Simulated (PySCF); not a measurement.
**Electron correlation in Os⁶⁶⁺ (osmium, charge +66)**

Starting occupation: [Ne]. Computed with PySCF 2.14 in an even-tempered Gaussian basis (17 s from 12 bohr⁻², ratio 2.6; 14 p from 16 bohr⁻², ratio 2.6; 6 d from 16 bohr⁻², ratio 2.8; 3 f from 350 bohr⁻², ratio 2.8), with X2C-1e with screened-nucleus spin-orbit coupling, Gaussian nucleus. Frozen: 1s2; 8 electrons correlated; the 52 highest virtual spinors left out.

MP2 pair energies summed by pair of shells (mhartree):

```tsv
pair	energy	share (%)
2p1/2-2p3/2	-107.95	33.0
2p3/2-2p3/2	-100.55	30.7
2p3/2-2s1/2	-51.70	15.8
2p1/2-2s1/2	-28.24	8.6
2p1/2-2p1/2	-25.32	7.7
2s1/2-2s1/2	-13.85	4.2
```

Total MP2 correlation energy: -327.60 mhartree.

The virtual space was cut to 52 spinors, which keep -271.00 of the -327.60 mhartree of MP2 correlation.

| level | correlation energy (mhartree) |
| --- | --- |
| CCSD | -271.85 |
| (T) | -0.02 |
| CCSD(T) | -271.87 |

Diagnostics: T1 = 1.7e-05, largest double amplitude 0.002.

Cost of the coupled-cluster step: roughly 14 core-seconds, for 8 occupied and 52 virtual spinors.

The coupled-cluster values are those of the cut space; adding the MP2 remainder, -56.60 mhartree, estimates the full space.

At this charge the one-electron X2C treatment keeps the bare 1/r₁₂, with no two-electron picture change or Breit term. The effect here is smaller than on the frozen 1s shell.
